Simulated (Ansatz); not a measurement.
`O=C[SiH]([SiH3])Cl` + `[OH][Ga]([Br])[Br]` → `[SiH3][O][Ga]([Br])[Br]` + `O=C[SiH2]Cl`  (cleavage of the Si–Si bond)

Program: Ansatz. Geometries: PBE0-D4/def2-TZVP. ΔE: electronic, gas phase. CBS: MP2 limit from def2 TZ/QZ plus the TZ coupled-cluster correction, frozen cores. For Br, Ga outer-core shells are correlated without core-valence functions, which leaves a few kJ/mol of doubt a bond. Scalar relativity is left out up to krypton. One conformer a species, not always the lowest.

```tsv
species	CCSD/CBS(def2) energy (Eh)
`O=C[SiH]([SiH3])Cl`	-1154.14544
`[OH][Ga]([Br])[Br]`	-7146.46277
`[SiH3][O][Ga]([Br])[Br]`	-7436.77587
`O=C[SiH2]Cl`	-863.86984
```

Task: Work out ΔE.

Result: ΔE = (-7436.77587) + (-863.86984) − (-1154.14544) − (-7146.46277) = -0.03750 Eh = -98.5 kJ/mol. CCSD(T)/CBS gives -94.2 kJ/mol.

Largest T1 diagnostic among the species: 0.014.

From PBE to PBE0 (25 % exact exchange), in def2-TZVPP and without D4, ΔE moves by −11.0 kJ/mol. In def2-TZVPP, CCSD(T) changes the Hartree–Fock value by +28.0 kJ/mol (the triples alone add +4.2 kJ/mol) and MP2 by +21.7 kJ/mol.
